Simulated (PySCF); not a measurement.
**UHF on Ar³⁺ (argon, charge +3)**

Configuration: [Ne] 3s2 3p3, high-spin 4S determinant. Computed with PySCF 2.14 in def2-SVP (4s3p1d, 18 functions), with the non-relativistic Hamiltonian (point nucleus).

* Total energy: -523.657060 hartree
* One-electron energy: -698.4887 hartree
* Hartree (Coulomb) energy: 203.8545 hartree
* Exchange energy: -29.0228 hartree
* Kinetic energy: 523.51793 hartree
* ⟨S²⟩: 3.7508
* ⟨L²⟩: 0.000
* Sum of ⟨r⟩: 10.12 bohr
* Sum of ⟨r²⟩: 12.53 bohr²
* Density at the nucleus (Gaussians lack the cusp): 3480 bohr⁻³
* Spin density at the nucleus: 0.515 bohr⁻³
* Langevin diamagnetic susceptibility: -9.92 ×10⁻⁶ cm³/mol
* Time after the integrals: 0.04 s of wall time on 1 thread of Intel(R) Xeon(R) Platinum 8375C CPU @ 2.90GHz (shared host)

```
shell  electrons  mean orbital energy (eV)  rms radius, mean of both spins (bohr)
 1s α          1                   -3276.5                                 0.0999
 1s β          1                   -3275.0                                 0.0999
 2s α          1                   -383.75                                  0.448
 2s β          1                   -382.41                                  0.448
 2p α          3                   -309.55                                  0.417
 2p β          3                   -307.12                                  0.417
 3s α          1                   -79.772                                   1.40
 3s β          1                   -67.500                                   1.40
 3p α          3                   -59.024                                   1.54
```
